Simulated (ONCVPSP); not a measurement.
## Which setting gave this result? (boron, ONCV)

Base potential:

B (Z = 5), optimised norm-conserving Vanderbilt (ONCV), made with ONCVPSP 4.0.1 (PBE, scalar-relativistic). Core [He], reference 2s2 2p1. Waves: 2s: rc 1.20 bohr, ncon 4, nbas 8, qcut 4.4 1/bohr, 2 projectors, debl 0.5 Ha; 2p: rc 2.35 bohr, ncon 5, nbas 9, qcut 5.7 1/bohr, 2 projectors, debl 3.5 Ha; d scattering state at 0.17 Ha: rc 2.00 bohr, ncon 4, nbas 8, qcut 5.7 1/bohr, 2 projectors, debl 1 Ha. Local part: polynomial inside 0.85 bohr (lpopt 5, dvloc0 0 Ha). Core correction: polynomial model core, fcfact 0.55.

Cutoffs, loose and tight: the cutoffs (Ha) at which the residual kinetic energy of the hardest occupied pseudo-wave falls to 1 and 0.1 mHa per electron. They do not see the model core or the augmentation charge, which bear on the density cutoff. Test errors are all-electron minus pseudo excitation energies from the reference, over the configurations 2s2 2p0; 2s1 2p0; 2s2 2p0.5; 2s1 2p2; variants that change the core or the reference have their own tests.

Only the scale of all radii but the core radius (base = 1) is moved (1 further runs of the sweep failed or gave no value and are left out):

| scale of all radii but the core radius (base = 1) | cutoff, loose | cutoff, tight | bound ghosts | largest test error (meV) | median size of the test errors |
| --- | --- | --- | --- | --- | --- |
| 0.88 | 12 Ha | 48 Ha | none | +73 | 10.7 meV |
| 1.12 | 12 Ha | 78 Ha | none | +118 | 19.8 meV |
| 1.19 | 11 Ha | 68 Ha | none | +134 | 24.3 meV |
| 1.3 | 9.4 Ha | 52 Ha | none | +169 | 33.8 meV |

Problem. One more run gave cutoff, loose: 12 Ha; cutoff, tight: 59 Ha; bound ghosts: none; largest test error (meV): +91; median size of the test errors: 13.8 meV. Which value of the scale of all radii but the core radius (base = 1) was used?

Solution. 0.98. The median size of the test errors moves one way along this sweep, from 10.7 meV at 0.88 to 33.8 meV at 1.3, which places the run between 0.88 and 1.12.
